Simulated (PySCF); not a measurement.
C3H8GeO3, SMILES C=C[CH2][Ge]([OH])([OH])[OH] (connectivity only; charge and spin as stated), charge +1, multiplicity 2.

Geometry: PBE0-D3(BJ)/def2-SVP. One conformer was computed; it need not be the lowest.

Level of theory: PySCF with PBE/def2-TZVP.

The molecule is in vacuum.

```json
{
 "total_energy": "-2421.00095 hartree",
 "α spin, highest occupied and lowest empty level": "-11.46 and -7.09 eV",
 "β spin, highest occupied and lowest empty level": "-12.05 and -10.49 eV",
 "dipole_moment_about_the_centre_of_nuclear_charge": "2.25 D",
 "⟨S²⟩": "0.755 (pure state 0.75)"
}
```
